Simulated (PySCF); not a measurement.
Bond curve of KMg

Set-up: PySCF, no relativity, basis sets K pcseg-1, Mg pcseg-1. Energies in eV from K + Mg in their ground configurations at the same level. State: ²Σ⁺ (doublet), unpaired electrons σ ↑.

All columns are PBE0. A positive dipole means K(−)Mg(+).

| R (Å) | E (eV) | μ (D) | Mulliken charge on K (basis-dependent) | HOMO (eV) | LUMO (eV) | Mayer bond order | ⟨S²⟩ |
| --- | --- | --- | --- | --- | --- | --- | --- |
| 3.400 | -0.042 | -0.92 | -0.08 | -2.82 | -1.22 | 0.40 | 0.76 |
| 3.558 | -0.093 | -0.99 | -0.06 | -2.84 | -1.24 | 0.36 | 0.76 |
| 3.716 | -0.119 | -1.02 | -0.05 | -2.86 | -1.26 | 0.32 | 0.75 |
| 3.834 | -0.128 | -1.03 | -0.04 | -2.87 | -1.27 | 0.29 | 0.75 |
| 3.953 | -0.130 | -1.02 | -0.03 | -2.89 | -1.28 | 0.25 | 0.75 |
| 4.072 | -0.127 | -0.99 | -0.03 | -2.90 | -1.28 | 0.23 | 0.75 |
| 4.230 | -0.119 | -0.94 | -0.02 | -2.92 | -1.28 | 0.19 | 0.75 |
| 4.427 | -0.104 | -0.84 | -0.01 | -2.93 | -1.28 | 0.15 | 0.75 |
| 4.665 | -0.085 | -0.71 | -0.01 | -2.95 | -1.26 | 0.11 | 0.75 |
| 4.981 | -0.062 | -0.53 | 0.00 | -2.96 | -1.22 | 0.07 | 0.75 |

A fit through these points gives, at Re = 3.939 Å, μ = -1.02 D and dμ/dR = 0.148 D/Å; the reduced mass is 14.85 u.

Question: How strong is the fundamental in the double-harmonic approximation, I = 42.26·(dμ/dR)²/μred km/mol?

Answer: I = 42.26·(0.148)²/14.85 = 0.0623 km/mol at PBE0.

The bond is weak. Basis-set superposition, not corrected here, can be much of De in a small basis, most of all at correlated wavefunction levels. Functionals without a dispersion term scatter widely for such bonds, and LDA overbinds them. The state is the lowest determinant that a PBE0 search found; another state may lie lower at other levels.
